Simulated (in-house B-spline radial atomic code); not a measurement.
# OEP/ALDAx excitations of O⁴⁺

Method: OEP/ALDAx. Computed with a B-spline radial code for spherical atoms: linear response of the closed shell [He] 2s2 with the adiabatic LDA exchange kernel on the exchange-only optimised effective potential; non-relativistic, point nucleus, no spin-orbit coupling, no double excitations, S, P, D and F terms only.

Command:
```bash
python run_td.py task.json out
```
Settings (radii: box in bohr, nucleus in fm):
```
Z                        8
electrons                4
configuration            [He] 2s2
hamiltonian              nr
method                   oep
box_radius               19.1
intervals                66
```

Time taken, with all properties: 0.1 s on 1 thread of Intel(R) Xeon(R) 6975P-C (Granite Rapids) (shared host).

The lowest states, in the order of their Tamm-Dancoff energies; the method's threshold (minus the highest occupied level) is 111.31 eV. Labels give the largest channel, * marks a mixed state, and oscillator strengths are full-response dipole values. Semilocal kernels can invert the small singlet-triplet splittings of Rydberg terms. Energies in eV:

| state | full response | Tamm-Dancoff | oscillator strength |
| --- | --- | --- | --- |
| 2s → 2p 3P | 8.069 | 9.239 | - |
| 2s → 2p 1P | 19.014 | 20.104 | 0.515 |
| 2s → 3s 3S | 65.50 | 65.53 | - |
| 2s → 3s 1S | 67.75 | 67.78 | - |
| 2s → 3p 3P | 69.22 | 69.24 | - |
| 2s → 3p 1P | 70.06 | 70.07 | 0.403 |
| 2s → 3d 3D | 71.13 | 71.17 | - |
| 2s → 3d 1D | 72.72 | 72.72 | - |
| 2s → 4s 3S | ? | ? | - |
| 2s → 4s 1S | ? | ? | - |

Problem. Where does 2s → 4s 1S lie?

Solution. At 87.64 eV in full response, 87.65 eV in Tamm-Dancoff.

Problem. Where does 2s → 4s 3S lie?

Solution. At 86.94 eV in full response, 86.95 eV in Tamm-Dancoff.

Problem. How large is the singlet-triplet splitting of 2s → 2p (P terms) in Tamm-Dancoff?

Solution. 10.9 eV, from the unrounded values.

Problem. What polarisabilities and dispersion coefficient does the method give?

Solution. Dipole 1.157 bohr³, quadrupole 0.5166 bohr⁵, C6 0.7948 hartree·bohr⁶ for two such species.
